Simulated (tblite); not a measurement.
A tight-binding relaxation on `B[SiH2]C[CH]CF` [radical].

Computed with GFN2-xTB geometry optimisation, gas phase (tblite 0.8.0). Start geometry: from a force field or distance geometry. The command runs a driver script over a list of jobs; the input below is this job's line of settings and its coordinates in Å.

Command:
```bash
OMP_NUM_THREADS=1 python probes_run.py task.json out
```

Input:
```
{"job": {"kind": "relax", "xc": "GFN2-xTB", "basis": "xTB"}, "charge": 0, "multiplicity": 2}
B      2.810400    -0.177800    -0.331100
Si     0.975600     0.507800    -0.171600
C     -0.106700    -0.928600    -0.589900
C     -1.574200    -0.674100    -0.520100
C     -2.016500     0.678000    -0.085700
F     -2.156800     0.736800     1.286300
H      3.514300    -0.000500     0.591200
H      3.204100    -0.505000    -1.396100
H      0.754400     0.966900     1.205200
H      0.883700     1.633100    -1.085100
H      0.139900    -1.270000    -1.621500
H      0.144500    -1.786000     0.081500
H     -2.100400    -1.479100     0.065800
H     -1.412600     1.509500    -0.476000
H     -3.064300     0.796800    -0.480400
```

Q: What does the run print?

A: 
```
step      E/eV     max force
  0    -505.32910    2.192
  1    -505.54994    1.189
  2    -505.63717    0.584
  3    -505.68249    0.624
  4    -505.72395    0.490
  5    -505.75726    0.450
  6    -505.78506    0.453
  7    -505.81114    0.511
  8    -505.83574    0.455
  9    -505.85283    0.312
... (124 lines left out)
134    -506.34260    0.013
135    -506.34262    0.017
136    -506.34267    0.020
137    -506.34273    0.020
138    -506.34282    0.022
139    -506.34292    0.021
140    -506.34299    0.017
141    -506.34304    0.014
142    -506.34307    0.012
143    -506.34309    0.009
```

«max force» is the largest atomic force in eV/Å.

Q: From which step on does the largest force stay under 0.1 eV/Å, and how much energy is left to gain from there?

A: From step 120 (0.090 eV/Å), 7.9 meV above the end.

Summary of the converged run: energy lowered by 23.4 kcal/mol over 143 steps; largest atomic force 0.009 eV/Å at the end.

Hardware: AMD EPYC 7B13, one thread, no GPU, shared host with 64 logical CPUs at a one-minute load of 6.7. Cost: 0.97 s.
Labels such as C1 count atoms from 1, the log's own numbers from 0.
